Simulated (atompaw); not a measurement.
**What one change does to a pseudopotential (Mg (Z = 12), PAW (atompaw))**

magnesium, PAW, made with atompaw 4.2.0.5 (PBE, non-relativistic). Core [He], reference 2s2 2p6 3s2 3p0. Waves: 2s (bound); 3s (bound); 2p (bound); 3p (bound, empty). Local part: bessel scheme, radius 1.25 bohr. Core correction: smooth core density matched at 0.75 bohr. Augmentation charge: besselshape compensation charge, radius 1.25 bohr; PAW radius 1.30 bohr; waves and projectors: bloechl.

All-electron outer shells of the reference configuration (PBE, non-relativistic, ld1.x):

| shell | level (eV) | outermost node (bohr) | outermost maximum (bohr) |
| --- | --- | --- | --- |
| 1s | -1257.19 | – | 0.09 |
| 2s | -79.55 | 0.18 | 0.55 |
| 2p | -46.66 | – | 0.48 |
| 3s | -4.70 | 0.90 | 2.56 |
| 3p | -1.34 | 0.96 | 3.46 |

Change: local potential bessel scheme, radius 0.66 bohr.

Cutoffs: the cutoffs (Ry, on a coarse ladder) from which the occupation-weighted sum of valence levels, in a spherical-Bessel basis at the reference potential, stays within 10 and 1 mRy of its value at 400 Ry; they do not see the model core or the augmentation charge, which bear on the density cutoff.

Q: What does the change do?

A: The potential gets harder (90 Ry and 110 Ry → 100 Ry and 120 Ry); neither file shows a bound ghost.

| quantity | base | changed |
| --- | --- | --- |
| cutoff, loose | 90 Ry | 100 Ry |
| cutoff, tight | 110 Ry | 120 Ry |
| loose cutoff by channel (10 mRy a level) | s 45 Ry, p 70 Ry | s 55 Ry, p 80 Ry |
| bound ghosts | none | none |
| s: phases at 1.31 bohr within 0.05 rad from the reference energy up to (Ry; the scan ends near 5) | to the end of the scan | to the end of the scan |
| p: phases at 1.31 bohr within 0.05 rad from the reference energy up to (Ry; the scan ends near 5) | to the end of the scan | to the end of the scan |
| lowest overlap eigenvalue by channel | s 0.67, p 1.00 | s 0.70, p 1.00 |

 The cutoffs see the waves, projectors and local potential, not the compensation charge or the core.
